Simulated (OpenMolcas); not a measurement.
An OpenMolcas run meant for Pm3+ (ANO-R2, X2C; inactive shells 1s 2s 2p 3s 3p 3d 4s 4p 4d 5s 5p; intended active space 4 electrons in 7 orbitals (4f)). One step of its input:

```
&CASPT2
Multistate=30 1 2 3 4 5 6 7 8 9 10 11 12 13 14 15 16 17 18 19 20 21 22
23 24 25 26 27 28 29 30
Frozen=14 9
IPEA=2.0
Imaginary=0.1
MaxIter=60
WThr=0.0 0.3 0.05
PrWF=0.5
NoMix
```

The run finished. Its levels beside those of a sound run (SS-CASPT2, IPEA 0.25 Eh, imaginary shift 0.1 Eh (closed shells correlated: 5s 5p)), in cm⁻¹ above each run's lowest level:

| Level | This run | Usual run |
| --- | --- | --- |
| 4f⁴ ⁵I₄ | 0.0 | 0.0 |
| 4f⁴ ⁵I₅ | 1591 | 1607 |
| 4f⁴ ⁵I₆ | 3359 | 3383 |
| 4f⁴ ⁵I₇ | 5234 | 5252 |
| 4f⁴ ⁵I₈ | 7149 | 7145 |
| 4f⁴ ⁵F₁ | 15879 | 14965 |
| 4f⁴ ⁵F₂ | 16429 | 15516 |
| 4f⁴ ⁵F₃ | 17255 | 16341 |
| 4f⁴ ⁵S₂ | 18435 | 17181 |
| 4f⁴ ⁵F₄ | 18355 | 17441 |
| 4f⁴ ³K₆ | 19712 | 18463 |
| 4f⁴ ⁵F₅ | 19730 | 18817 |

Problem. Which setting is unsound, and how much does it matter here?

Solution. The IPEA shift is far above its usual 0.25 hartree. Against the sound run the excited levels shown move by 650 cm-1 on average and by 1300 cm-1 at most.

Term energies are means over components that CASPT2 splits; among the terms shown or strongly mixed into the levels shown the widest spread is 530 cm-1 (4f⁴ ⁵F, this run). High states are left out of the spin-orbit mixing, which shifts the levels that they would mix with. The CASPT2 spread within a term exceeds the gap to the next term for 4f⁴ ⁵F and 4f⁴ ⁵S, so the order of their levels is uncertain, and so are names and mixing where such terms share a J (holds for this run). Only configurations of the active space appear.
